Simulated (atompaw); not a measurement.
P: variants of one PAW (atompaw) potential

Base potential:

```json
{
 "Element": "phosphorus (P)",
 "Generator": "atompaw 4.2.0.5",
 "Type": "PAW",
 "Functional": "PBE",
 "Relativity": "non-relativistic",
 "Frozen core": "[Ne]",
 "Valence charge": "5",
 "Reference configuration": "3s2 3p3",
 "Partial waves": "3s (bound): rc 1.50 bohr; 3s channel at 0.5 Ry: rc 1.35 bohr; 3p (bound): rc 1.50 bohr; 3p channel at 0.05 Ry: rc 1.50 bohr; 3d channel at 0.4 Ry: rc 1.20 bohr; 3d channel at 1.25 Ry: rc 1.20 bohr",
 "Local potential": "ultrasoft scheme with l = 3 at 1 Ry, radius 1.40 bohr",
 "Core correction": "smooth core density matched at 1.20 bohr",
 "Augmentation charge": "besselshape compensation charge, radius 1.20 bohr; PAW radius 1.50 bohr; waves and projectors: custom polynom gramschmidtortho"
}
```

Cutoffs, loose and tight: the cutoffs (Ry, on a coarse ladder) from which the occupation-weighted sum of valence levels, in a spherical-Bessel basis at the reference potential, stays within 10 and 1 mRy of its value at 400 Ry. They see the waves, projectors and local potential, not the compensation charge or the core. A dash means not determined.

A true bound ghost makes a file unfit for plane-wave use even where its test errors are small: the radial tests pick states by their node count and pass the ghost by.

| change | outcome | cutoff, loose | cutoff, tight | bound ghosts |
| --- | --- | --- | --- | --- |
| base | generated | 21 Ry | 35 Ry | none |
| local potential ultrasoft scheme with l = 3 at 1 Ry, radius 0.64 bohr | generated | 35 Ry | 40 Ry | s, p |
| local potential ultrasoft scheme with l = 3 at 1 Ry, radius 0.84 bohr | generated | 21 Ry | 30 Ry | p |
| local potential ultrasoft scheme with l = 3 at 1 Ry, radius 0.88 bohr | generated | 21 Ry | 30 Ry | p |
| local potential ultrasoft scheme with l = 3 at 1 Ry, radius 1.00 bohr | generated | 21 Ry | 30 Ry | p |
| local potential ultrasoft scheme with l = 3 at 1 Ry, radius 1.20 bohr | generated | 21 Ry | 45 Ry | p |
| local potential ultrasoft scheme with l = 3 at 1 Ry, radius 1.26 bohr | generated | 21 Ry | 35 Ry | p |
| local potential ultrasoft scheme with l = 3 at 1 Ry, radius 1.34 bohr | generated | 21 Ry | 35 Ry | none |
| local potential ultrasoft scheme with l = 3 at 1 Ry, radius 1.44 bohr | generated | 21 Ry | 35 Ry | none |

Q: What comes out with this change to the base: local potential ultrasoft scheme with l = 3 at 1 Ry, radius 0.74 bohr?

A: outcome: generated; cutoff, loose: 21 Ry; cutoff, tight: 45 Ry; bound ghosts: s, p.

Q: What comes out with this change to the base: local potential ultrasoft scheme with l = 3 at 1 Ry, radius 1.12 bohr?

A: outcome: generated; cutoff, loose: 40 Ry; cutoff, tight: 40 Ry; bound ghosts: p.

Reading the sweep of the r_vloc (base included, trends over the rows without a ghost): Bound ghosts are found at 0.64, 0.74, 0.84, 0.88, 1, 1.12, 1.2, 1.26 bohr.
